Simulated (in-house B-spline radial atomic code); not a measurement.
How numerical settings move a run on Os III (Os2+), [Xe] 4f14 5d6. Computed with a B-spline radial code for spherical atoms: Dirac-Hartree-Fock, average of configuration, Fermi nucleus of rms radius 5.4126 fm.

Command:
```bash
python run_scf.py task.json out
```
Settings of the sound reference run:
```
Z                76
electrons        74
configuration    [Xe] 4f14 5d6
hamiltonian      dirac
method           hf
spin_polarised   False
nucleus          fermi
rms_radius       5.4126
mass_number      192
atomic_mass      191.9615
speed_of_light   137.036
knot_spacing     0.22
spline_order     8
gauss_points     12
box_radius       22.22
max_iterations   70
damping          0.5
damped_steps     3
diis_vectors     10
tolerance        1e-08
start            Thomas-Fermi
```

Cost of the run: 2.4 s on 1 thread of Arm Neoverse N1 (shared host).

It converges in 10 iterations to -17270.205936 hartree, with 5d5/2 at -27.8274 eV. The other runs change the listed settings, some to values that make no sense; their results aren't properties of the atom or ion. Radii are in bohr (the nuclear one in fm), a minus after a letter asks for a j subshell, and «unchanged» means within 1e-8 hartree. The run stops when the residual is below 10 × tolerance × max(1, Z/10), or a noise floor if that is larger, and the energy moves by less than 1e-8 × √|E| hartree; so very loose and very tight tolerances often act alike.

```tsv
changed settings	outcome
electrons = 75, configuration = [Xe] 4f14 5d6 6p-1, max_iterations = 50	converged in 10 iterations to -17270.5839 hartree, a different physical problem
speed_of_light = 38.01379	stopped with error: Z/c is past the critical charge
box_radius = 4.44	converged in 10 iterations, energy +3.52e-02 hartree from the reference, 5d5/2 level +7.2e-01 eV (the program warns: 5d5/2 reaches the box edge; 5s1/2 reaches the box edge)
knot_spacing = 0.15, spline_order = 10, max_iterations = 50	converged in 10 iterations, energy +7.10e-08 hartree from the reference
box_radius = 3.33	converged in 10 iterations, energy +3.50e-01 hartree from the reference, 5d5/2 level +4.3e+00 eV (the program warns: 5d5/2 reaches the box edge; 5s1/2 reaches the box edge)
box_radius = 1.33	converged in 9 iterations, energy +6.53e+01 hartree from the reference, 5d5/2 level +2.2e+02 eV (the program warns: 5d5/2 has a positive eigenvalue: unbound, held by the box; 5s1/2 has a positive eigenvalue: unbound, held by the box)
spline_order = 3, max_iterations = 100, damped_steps = 30, tolerance = 0.0001	converged in 11 iterations, energy +6.37e-01 hartree from the reference, 5d5/2 level -1.1e-02 eV
knot_spacing = 0.3	converged in 10 iterations, energy +1.14e-04 hartree from the reference, 5d5/2 level +1.1e-06 eV
box_radius = 6.67	converged in 10 iterations, energy +2.76e-04 hartree from the reference, 5d5/2 level +1.2e-02 eV (the program warns: 5d5/2 reaches the box edge; 5d3/2 reaches the box edge)
box_radius = 2.22	converged in 10 iterations, energy +4.49e+00 hartree from the reference, 5d5/2 level +3.0e+01 eV (the program warns: 5d5/2 has a positive eigenvalue: unbound, held by the box; 4p3/2 reaches the box edge)
knot_spacing = 0.75	converged in 10 iterations, energy +8.10e+01 hartree from the reference, 5d5/2 level -2.1e+00 eV (the program warns: 5d5/2 reaches the box edge; 3s1/2 reaches the box edge)
electrons = 75, configuration = [Xe] 4f14 5d6 6s-1, max_iterations = 60	stopped with error: j subshells need the Dirac Hamiltonian and l > 0
gauss_points = 3	converged in 10 iterations, energy +3.22e-03 hartree from the reference, 5d5/2 level +2.8e-05 eV
box_radius = 6.67, max_iterations = 60, damping = 0.2	converged in 9 iterations, energy +2.76e-04 hartree from the reference, 5d5/2 level +1.2e-02 eV (the program warns: 5d5/2 reaches the box edge; 5d3/2 reaches the box edge)
spline_order = 4, gauss_points = 6, max_iterations = 60, diis_vectors = 4, start = bare nucleus	converged in 12 iterations, energy +1.30e-02 hartree from the reference, 5d5/2 level -3.1e-04 eV
knot_spacing = 2	converged in 9 iterations, energy +3.40e+03 hartree from the reference, 5d5/2 level -6.1e+01 eV (the program warns: 5d5/2 reaches the box edge; 1s1/2 reaches the box edge)
box_radius = 0.89	converged in 8 iterations, energy +3.79e+02 hartree from the reference, 5d5/2 level +8.9e+02 eV (the program warns: 5d5/2 has a positive eigenvalue: unbound, held by the box; 4d3/2 has a positive eigenvalue: unbound, held by the box)
gauss_points = 5	converged in 10 iterations, energy -3.84e-07 hartree from the reference
```

(1) What happens with knot_spacing = 1?

(2) What happens with knot_spacing = 0.55?

(3) What happens with knot_spacing = 1.4?

(4) What happens with knot_spacing = 0.1?

## Answers

(1) Converged in 10 iterations, energy +1.50e+02 hartree from the reference, 5d5/2 level -4.5e+00 eV (the program warns: 5d5/2 reaches the box edge; 3s1/2 reaches the box edge).

(2) Converged in 10 iterations, energy +2.50e+00 hartree from the reference, 5d5/2 level -6.1e-02 eV (the program warns: 4s1/2 reaches the box edge).

(3) Converged in 10 iterations, energy +1.89e+03 hartree from the reference, 5d5/2 level -2.4e+01 eV (the program warns: 5d5/2 reaches the box edge; 1s1/2 reaches the box edge).

(4) Converged in 10 iterations, energy -2.17e-07 hartree from the reference.
